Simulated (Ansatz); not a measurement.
Ge(SMe)2Me2 (C₄H₁₂GeS₂). The state is a singlet with charge 0. Geometry r2SCAN-D4/def2-SVP, basis def2-TZVP, Ansatz.

```xyz
19

Ge    0.061    0.431   -0.522
S    -0.499    2.454    0.216
C    -0.807    2.069    1.979
H    -1.466    1.194    2.075
H    -1.309    2.945    2.413
H     0.133    1.894    2.523
S    -1.751   -0.849   -0.175
C    -0.993   -2.511   -0.064
H    -0.463   -2.786   -0.989
H    -1.819   -3.221    0.082
H    -0.308   -2.592    0.793
C     1.574   -0.310    0.470
H     1.892   -1.272    0.039
H     1.312   -0.468    1.527
H     2.416    0.396    0.415
C     0.452    0.630   -2.419
H     0.657   -0.355   -2.866
H     1.331    1.277   -2.563
H    -0.411    1.075   -2.934
```

```
run  HOMO (eV)  LUMO (eV)
  A      -6.72       0.54
  B      -6.56       0.33
  C      -5.62      -0.27
  D      -5.21      -0.50
  E      -5.37      -0.58
```

Task: The runs used BLYP, PBE, PBE0, r2SCAN, r2SCAN0. Estimate which is which.

Result: A r2SCAN0 (25 % exact exchange); B PBE0 (25 % exact exchange); C r2SCAN (0 % exact exchange); D BLYP (0 % exact exchange); E PBE (0 % exact exchange). Exact exchange lowers occupied and raises empty levels; among semilocal functionals meta-GGAs tend to open the gap a little, and such runs are hard to tell apart. The gap grows from 4.71 eV (BLYP) to 7.26 eV (r2SCAN0).
